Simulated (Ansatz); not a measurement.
(X3Ge)2Y: PBE-D4/def2-TZVP single points in Ansatz on relaxed structures, gas phase. Binding counts from free atoms in the multiplicity of their measured ground term, without zero-point energy. A dash marks a value that wasn't run or was left out as unsound. The structures are stationary points that may keep the symmetry of their start.

```tsv
species	atoms	state	geometry	HOMO (eV)	LUMO (eV)	gap (eV)	vertical IE (eV)	vertical triplet (eV)	binding per atom (eV)	point group (within 0.1 Å)
(H3Ge)2S (Ge2H6S)	9	singlet	B3LYP-D4/def2-SVP	-5.99	-1.15	4.83	9.00	4.76	2.71	–
(H3Ge)2O (Ge2OH6)	9	singlet	r2SCAN-D4/def2-SVP	-6.70	-1.14	5.56	9.82	5.49	2.89	–
(H3Ge)2NH (Ge2NH7)	10	singlet	PBE0-D4/def2-SVP	-5.68	-0.79	4.90	8.79	4.82	2.84	Cs
(H3Ge)2CH2 (CH8Ge2)	11	singlet	r2SCAN-D4/def2-SVP	-7.29	-0.36	6.93	10.15	–	3.03	C2v
(F3Ge)2NMe (CH3F6Ge2N)	13	singlet	PBE-D4/def2-SVP	-7.47	-3.08	4.39	10.66	4.63	4.12	–
```

The gap (eV) runs from 4.39 ((F3Ge)2NMe) to 6.93 ((H3Ge)2CH2). The vertical IE (eV) runs from 8.79 ((H3Ge)2NH) to 10.66 ((F3Ge)2NMe). The vertical triplet (eV) runs from 4.63 ((F3Ge)2NMe) to 5.49 ((H3Ge)2O).
